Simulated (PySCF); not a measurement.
An excited-state job on `C=C1OB(O)CNC1=O`.

Computed with TDDFT B3LYP/def2-SVPD, vertical, gas phase, core orbitals frozen in the response (PySCF 2.14.0, density-fitted response routines). Geometry: GFN2-xTB. The input is one job of a driver script: a line of settings, then coordinates in Å.

Command:
```bash
OMP_NUM_THREADS=1 python probes_run.py task.json out
```

Input:
```
{"job": {"kind": "uv", "xc": "B3LYP", "basis": "def2-SVPD", "nstates": 8, "ntriplets": 3}, "charge": 0, "multiplicity": 1}
C      2.143234    -0.054879     1.336020
C      1.022239    -0.000516     0.621461
O      0.089597    -0.997744     0.732851
B     -1.072937    -1.010486     0.032749
O     -1.931951    -2.026224     0.209136
C     -1.420709     0.168999    -0.990123
N     -0.364329     1.159361    -1.007601
C      0.784072     1.152106    -0.300943
O      1.596425     2.054154    -0.410360
H      2.863510     0.735753     1.239758
H      2.347184    -0.868796     2.007598
H     -1.650267    -2.690915     0.840044
H     -1.564124    -0.226732    -2.002463
H     -2.365251     0.652968    -0.716115
H     -0.481107     1.960941    -1.613923
```

Question: Give the output.

Answer: 
```
coarse grid: 13472 points
cycle   1  E = -460.7456774539  dE =  1.705e+00  |g| = 1.188e+00  |ddm| = 9.219e+00
cycle   2  E = -459.7606533810  dE =  9.850e-01  |g| = 2.492e+00  |ddm| = 4.801e+00
cycle   3  E = -460.9838126053  dE = -1.223e+00  |g| = 4.281e-01  |ddm| = 3.662e+00
cycle   4  E = -461.0190802357  dE = -3.527e-02  |g| = 1.362e-01  |ddm| = 6.246e-01
cycle   5  E = -461.0221570267  dE = -3.077e-03  |g| = 4.255e-02  |ddm| = 2.021e-01
cycle   6  E = -461.0225904831  dE = -4.335e-04  |g| = 8.284e-03  |ddm| = 8.865e-02
cycle   7  E = -461.0226031195  dE = -1.264e-05  |g| = 3.484e-03  |ddm| = 1.507e-02
cycle   8  E = -461.0226056605  dE = -2.541e-06  |g| = 1.028e-03  |ddm| = 5.902e-03
final grid: 132888 points
cycle   9  E = -461.1168406496  dE = -5.402e-05  |g| = 6.448e-03  |ddm| = 1.916e-01
cycle  10  E = -461.1168161538  dE =  2.450e-05  |g| = 1.259e-02  |ddm| = 2.663e-02
cycle  11  E = -461.1168494958  dE = -3.334e-05  |g| = 2.089e-03  |ddm| = 1.615e-02
cycle  12  E = -461.1168503886  dE = -8.928e-07  |g| = 2.286e-04  |ddm| = 2.888e-03
cycle  13  E = -461.1168503947  dE = -6.162e-09  |g| = 1.514e-04  |ddm| = 4.876e-04
cycle  14  E = -461.1168503992  dE = -4.416e-09  |g| = 2.608e-05  |ddm| = 2.378e-04
cycle  15  E = -461.1168503993  dE = -1.136e-10  |g| = 1.212e-05  |ddm| = 5.208e-05
converged SCF energy = -461.1168503993

Static polarisability (au): isotropic 79.069, principal 50.426 81.357 105.425

Singlet excitations
state   eV       nm        f      main configurations
  1   4.5529    272.3   0.00002   H-1->L 0.98
  2   5.4208    228.7   0.02723   H->L 0.54, H-2->L 0.42
  3   5.7594    215.3   0.29484   H-2->L 0.52, H->L 0.41
  4   6.1051    203.1   0.00251   H->L+1 0.96
  5   6.2370    198.8   0.00336   H-2->L+1 0.88, H-2->L+3 0.08
  6   6.3025    196.7   0.00208   H-1->L+1 0.95
  7   6.6340    186.9   0.00057   H-1->L+2 0.96
  8   6.6685    185.9   0.01193   H-2->L+2 0.86, H->L+2 0.10

Triplet excitations (Tamm-Dancoff, eV): 3.6170 4.2197 4.2801
```

The SCF starts on a coarse grid where the log names one; the energy can jump when the final grid takes over, and dE then counts from the start density on the new grid. H and L stand for HOMO and LUMO; the number after each pair is its weight.

Question: Give S1 in cm⁻¹ and kJ/mol.

Answer: 4.5529 eV × 8065.54 = 36722 cm⁻¹; × 96.485 = 439.3 kJ/mol.

Question: Give the mean polarisability as a volume in Å³, and the ratio of the largest to the smallest principal value.

Answer: 79.069 au × 0.148185 = 11.72 Å³; 105.425/50.426 = 2.09.

In short: HOMO -7.18 eV, LUMO -1.30 eV; lowest singlet 4.55 eV; lowest triplet 3.62 eV (Tamm–Dancoff); mean polarisability 79.1 au.

Time: 54 s wall; peak memory 0.89 GiB. Hardware: an Arm Neoverse V1 with one thread, shared host.

One conformer stands for the species.
Labels such as C1 count atoms from 1, the log's own numbers from 0.
